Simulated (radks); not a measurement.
The hydrogen anion H-, [He], held by a Watson sphere: a shell of charge +1 at radius R that stands for the Madelung well of a crystal (potential energy -1/R inside, -1/r outside, in hartree with lengths in bohr). All-electron calculation, non-relativistic Kohn-Sham, PBE, spin-polarised, spherical densities, point nucleus. Program: a radial shooting solver on a logarithmic mesh with Libxc functionals. Response by self-consistent Sternheimer equations with the Hartree and adiabatic LDA kernel. The sphere does not respond.

| R (bohr) | e(1s) (eV) | <r> 1s (bohr) | sum of <r^2> (bohr^2) | X-ray form factor at sin(theta)/lambda = 0.1 1/angstrom | alpha (bohr^3) |
|---|---|---|---|---|---|
| 1.37 | -8.543 | 1.564 | 6.491 | 1.595 | 8.841 |
| 1.77 | -7.389 | 1.720 | 7.857 | 1.525 | 12.77 |
| 1.91 | -7.048 | 1.769 | 8.328 | 1.502 | 14.32 |
| 2.06 | -6.712 | 1.819 | 8.826 | 1.479 | 16.09 |
| 2.55 | -5.779 | 1.964 | 10.40 | 1.410 | 22.57 |
| 2.68 | -5.566 | 1.998 | 10.80 | 1.394 | 24.47 |
| 3.22 | -4.799 | 2.124 | 12.38 | 1.335 | 33.15 |
| 3.31 | -4.687 | 2.143 | 12.63 | 1.326 | 34.72 |
